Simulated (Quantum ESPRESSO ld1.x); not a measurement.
Input file for ld1.x (Quantum ESPRESSO 7.5):

```
 &input
    zed=64.0,
    iswitch=1,
    rel=2,
    dft='PW86PBE',
    config='[Xe] 4f6',
    rel_dist='energy',
    lsmall=.true.,
    prefix='ld1',
    max_out_wfc=37,
    file_charge='ld1.rho',
 /
```

Command: `OMP_NUM_THREADS=1 ld1.x < ld1.in > ld1.out`

Output (excerpt):

```
     Program LD1 v.7.5 starts

     --------------------------- All-electron run ----------------------------

     dirac relativistic calculation

     atomic number is 64.00
     dft =PW86PBE   lsd =0 sic =0 latt =0  beta=0.20 tr2=1.0E-14
     Exchange-correlation= PW86PBE
                           (   1   4  21   4   0   0   0)
     mesh =2097 r(mesh) = 100.39545 a.u. xmin = -8.00 dx = 0.00800
     1 Ry =  13.60569312 eV, c = 137.03599908

     n l j   nl                  e(Ry)          e(Ha)          e(eV)
     Spin orbit split results
     1 0 0.5 1S 1( 2.00)     -3682.6065     -1841.3032    -50104.4138
     2 0 0.5 2S 1( 2.00)      -610.4838      -305.2419     -8306.0555
     2 1 0.5 2P 1( 2.00)      -579.6567      -289.8284     -7886.6313
     2 1 1.5 2P 1( 4.00)      -528.5177      -264.2589     -7190.8497
     3 0 0.5 3S 1( 2.00)      -138.0737       -69.0369     -1878.5885
     3 1 0.5 3P 1( 2.00)      -124.7375       -62.3688     -1697.1403
     3 1 1.5 3P 1( 4.00)      -114.2463       -57.1231     -1554.4001
     4 0 0.5 4S 1( 2.00)       -30.5563       -15.2782      -415.7401
     4 1 0.5 4P 1( 2.00)       -25.3580       -12.6790      -345.0126
     4 1 1.5 4P 1( 4.00)       -23.0215       -11.5108      -313.2236
     3 2 1.5 3D 1( 4.00)       -91.2874       -45.6437     -1242.0289
     3 2 2.5 3D 1( 6.00)       -89.0045       -44.5023     -1210.9685
     5 0 0.5 5S 1( 2.00)        -6.6652        -3.3326       -90.6848
     5 1 0.5 5P 1( 2.00)        -5.1681        -2.5840       -70.3156
     5 1 1.5 5P 1( 4.00)        -4.8082        -2.4041       -65.4193
     4 2 1.5 4D 1( 4.00)       -14.4650        -7.2325      -196.8058
     4 2 2.5 4D 1( 6.00)       -14.0402        -7.0201      -191.0273
     4 3 2.5 4F 1( 6.00)        -3.9371        -1.9686       -53.5676
     4 3 3.5 4F 1( 0.00)        -3.8770        -1.9385       -52.7491
     Averaged results
     1 0     1S 1( 2.00)     -3682.6065     -1841.3032    -50104.4138
     2 0     2S 1( 2.00)      -610.4838      -305.2419     -8306.0555
     2 1     2P 1( 6.00)      -545.5640      -272.7820     -7422.7769
     3 0     3S 1( 2.00)      -138.0737       -69.0369     -1878.5885
     3 1     3P 1( 6.00)      -117.7434       -58.8717     -1601.9802
     4 0     4S 1( 2.00)       -30.5563       -15.2782      -415.7401
     4 1     4P 1( 6.00)       -23.8003       -11.9002      -323.8199
     3 2     3D 1(10.00)       -89.9177       -44.9589     -1223.3927
     5 0     5S 1( 2.00)        -6.6652        -3.3326       -90.6848
     5 1     5P 1( 6.00)        -4.9282        -2.4641       -67.0514
     4 2     4D 1(10.00)       -14.2101        -7.1051      -193.3387
     4 3     4F 1( 6.00)        -3.9028        -1.9514       -53.0999

     final scf error:  4.1E-15 reached in  30 iterations

     Etot =  -22555.259975 Ry,  -11277.629988 Ha, -306879.945530 eV

     Ekin =   24602.422659 Ry,   12301.211329 Ha,  334733.012778 eV
     Encl =  -55210.645585 Ry,  -27605.322793 Ha, -751179.100953 eV
     Eh   =    8550.487115 Ry,    4275.243558 Ha,  116335.303744 eV
     Exc  =    -497.524164 Ry,    -248.762082 Ha,   -6769.161099 eV
```

Run on one thread of a shared host, so times are rough (Intel(R) Xeon(R) Processor @ 2.60GHz): 0.78 s of CPU time, 0.83 s wall, 30 iterations on 2097 mesh points.
